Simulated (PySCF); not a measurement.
# AgHCl: fields on a plane

These are results of PySCF, UPBE0, basis Ag def2-TZVP with ECP28, H def2-TZVP, Cl def2-TZVP (scalar-relativistic core potentials, no spin–orbit coupling, density fitting), not measurements.

The doublet minimum has Ag–Cl 2.290 Å, Ag–H 1.617 Å; Cl–Ag–H 128.4°.

The plane holds Ag1 at (0.00, 0.00), H2 at (1.62, 0.00), Cl3 at (-1.42, 1.79) Å. Columns run from x = -3.45 to 4.05 Å, rows from y = 4.05 (top) to -1.95 Å, in steps of 0.3 Å. Other isomers or separated fragments may lie lower. Core electrons replaced by a potential are absent, the electrostatic potential uses the reduced nuclear charge, and values within about 0.7 Å of such atoms have no physical meaning.

Question: Give the lowest empty orbital (Å^-3/2) at -5.20 eV (cut at ±0.3; overall sign arbitrary). Lower edges of the bins (Å^-3/2): '_' -0.300, '.' -0.240, ':' -0.180, '-' -0.120, '=' -0.060, '+' 0.000, '*' 0.060, '#' 0.120, '%' 0.180, '@' 0.240; top 0.30, each point printed twice.

Answer: 
```
++++++++++++++++++==============++++++++++++++++++++
++++++++++++++++++==============++++++++++++++++++++
++++++++++++++++================++++++++++++++++++++
++++++++**++++++================++++++++++++++++++++
++++++********++==----==========++++++++++++++++++++
++++**####%%##++--::----======++++++++++++++++++++++
++****##@@@@%%==..__::--======++++++++++++++++++++++
++****%%@@@@==##____..--====++++++++++++++++++++++++
++****%%@@@@==@@____..--==++++++++++++++++++++++++++
++++**##%%%%**::____::==++++++********++++++++++++++
++++********==::..::==**##****************++++++++++
++++++++++++==--::==##@@@@******##%%####****++++++++
++++++++++====------##@@@@..--##@@@@@@%%****++++++++
++++++++++====--::____##______##@@@@@@%%##**++++++++
++++++++======--::____..==__::%%@@@@@@%%##**++++++++
++++++++======----....%%@@####%%@@@@@@%%##**++++++++
++++++++============**@@@@@@@@%%@@%%%%##****++++++++
++++++++++====++++++##%%@@@@%%%%%%####****++++++++++
++++++++++++++++++****##%%%%######******++++++++++++
++++++++++++++++++++****######********++++++++++++++
++++++++++++++++++++**************++++++++++++++++++
```

Question: Give the highest occupied orbital (Å^-3/2) at -8.15 eV (cut at ±0.3; overall sign arbitrary). Lower edges of the bins (Å^-3/2): '_' -0.300, '.' -0.240, ':' -0.180, '-' -0.120, '=' -0.060, '+' 0.000, '*' 0.060, '#' 0.120, '%' 0.180, '@' 0.240; top 0.30, each point printed twice.

Answer: 
```
++++++++++++==============================++++++++++
++++++++++++==========================++++++++++++++
++++++++++++==========================++++++++++++++
++++++++++++====------==============++++++++++++++++
++++++******==--::::::--==========++++++++++++++++++
++++**######++::____..::--========++++++++++++++++++
++**##%%@@@@##..______::--======++++++++++++++++++++
++**##@@@@@@==@@______..--====++++++++++++++++++++++
++**##@@@@@@--@@______::--==++++++++++++++++++++++++
++**##%%@@@@@@++____..--==++++++++++++++++++++++++++
++****##%%@@%%++::::==******++**********++++++++++++
++++****####**++--==**@@@@**++**######****++++++++++
++++++******++==----**@@@@----**%%@@%%##**++++++++++
++++++++++++++==::____**::____**@@@@@@%%****++++++++
++++++++++++====::____::--__..**@@@@@@%%****++++++++
++++++++++++====--::--@@@@++++##@@@@%%##****++++++++
++++++++++++======++**@@@@@@####%%%%##****++++++++++
++++++++++++++++++++##%%@@%%########****++++++++++++
++++++++++++++++++++**########********++++++++++++++
++++++++++++++++++++**************++++++++++++++++++
++++++++++++++++++++++++******++++++++++++++++++++++
```

With open d or f shells other occupations or spin states may lie lower.
